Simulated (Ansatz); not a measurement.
`CB(N)P` and `CB(N)N` differ in one atom or group.

Ansatz, PBE0-D4/def2-TZVP geometries, multiplicity 1. Each molecule was computed in one conformer, which needn't be the lowest.

```csv
property,`CB(N)P`
HOMO energy (PBE0/def2-TZVPP) / eV,-6.89
HOMO energy (B3LYP/def2-TZVPP) / eV,-6.67
HOMO–LUMO gap (PBE/def2-TZVPP) / eV,5.15
LUMO energy (PBE0/def2-TZVPP) / eV,0.33
HOMO–LUMO gap (ωB97M-V/def2-TZVPP) / eV,10.92
zero-point energy (PBE0-D4/def2-TZVP) / kJ/mol,226.0
```

(1) Give the same properties after the change, and the shifts. (An estimate is asked.)

Results:

(1) The calculation gave: 
```
                                      property  `CB(N)N`  shift
            HOMO energy (PBE0/def2-TZVPP) / eV     -6.75   0.14
           HOMO energy (B3LYP/def2-TZVPP) / eV     -6.52   0.15
           HOMO–LUMO gap (PBE/def2-TZVPP) / eV      5.45   0.30
            LUMO energy (PBE0/def2-TZVPP) / eV      0.87   0.54
       HOMO–LUMO gap (ωB97M-V/def2-TZVPP) / eV     11.27   0.35
zero-point energy (PBE0-D4/def2-TZVP) / kJ/mol     248.8   22.8
```

With PBE0 the HOMO rises by 0.14 eV and the LUMO rises by 0.54 eV, so the gap widens by about 0.40 eV. PBE moves the HOMO by 0.41 eV and ωB97M-V by -0.10 eV.

B3LYP here is the variant with VWN-RPA as its local correlation; programs differ in this.
